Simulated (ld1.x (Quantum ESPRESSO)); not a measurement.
# S (Z = 16): one change to a TM potential, before and after

| Quantity | Value |
| --- | --- |
| Element | S (Z = 16) |
| Generator | ld1.x (Quantum ESPRESSO) 7.5 |
| Type | norm-conserving Troullier–Martins (Kleinman–Bylander form) |
| Functional | BP86 |
| Relativity | non-relativistic |
| Frozen core | [Ne] |
| Valence charge | 6 |
| Reference configuration | 3s2 3p3 (charge +1) |
| Partial waves | 3s (bound): rc 1.05 bohr; 3p (bound): rc 1.50 bohr; 3d channel at 0.4 Ry: rc 1.20 bohr |
| Local potential | the d channel |
| Core correction | Bessel-smoothed model core inside 0.95 bohr |

All-electron outer shells of the reference configuration (BP86, non-relativistic, ld1.x):

```
shell  level (eV)  outermost node (bohr)  outermost maximum (bohr)
   3s      -27.60                   0.60                      1.39
   3p      -16.90                   0.58                      1.55
```

Change: wave 3d channel at 0.4 Ry: rc 1.20 bohr becomes 3d channel at 1.6 Ry: rc 1.20 bohr.

Cutoffs: the cutoffs (Ry, on a coarse ladder) from which the occupation-weighted sum of valence levels, in a spherical-Bessel basis at the reference potential, stays within 10 and 1 mRy of its value at 400 Ry; they do not see the model core or the augmentation charge, which bear on the density cutoff. Errors are all-electron minus pseudo energies relative to the spin-unpolarised reference configuration.

Question: Predict the effect on cutoff, ghosts and configuration errors.

Answer: The potential gets neither clearly harder nor softer (70 Ry and 200 Ry → 70 Ry and 200 Ry); both files keep a bound ghost (s); of the 6 tests that both files solve, the error grows in 5 and shrinks in 0 by more than 15 % and 0.3 meV (median size 9.9 → 12.0 meV).

```tsv
quantity	base	changed
cutoff, loose	70 Ry	70 Ry
cutoff, tight	200 Ry	200 Ry
loose cutoff by channel (10 mRy a level)	s 50 Ry, p 10 Ry	s 30 Ry, p 10 Ry
bound ghosts	s	s
tests counted (converged, no solver errors)	6 of 7	6 of 7
error for 3s2 3p4, meV [ΔE -11.87 eV]	+15	+18
error for 3s2 3p2, meV [ΔE 22.39 eV]	+46	+55
error for 3s2 3p1, meV [ΔE 56.54 eV]	+287	+339
error for 3s1 3p4, meV [ΔE 10.75 eV]	+2.1	+4.8
error for 3s1 3p5, meV [ΔE -1.69 eV]	-1.4	-1.4
error for 3s2 3p3.5, meV [ΔE -7.16 eV]	+5.1	+6.2
s: phases at 1.64 bohr within 0.05 rad from the reference energy up to (Ry; the scan ends near 5)	-1.7	-1.9
p: phases at 1.64 bohr within 0.05 rad from the reference energy up to (Ry; the scan ends near 5)	3.6	3.5
d: phases at 1.64 bohr within 0.05 rad from the reference energy up to (Ry; the scan ends near 5)	to the end of the scan	to the end of the scan
```

Base: Tests not counted: 3s2 3p0 (solver errors, printed error -13.3 eV). Changed file: Tests not counted: 3s2 3p0 (solver errors, printed error -9.8 eV). A true bound ghost makes a file unfit for plane-wave use even where its test errors are small: the radial tests pick states by their node count and pass the ghost by. Where a test does run into it, the solver fails or the error is huge.
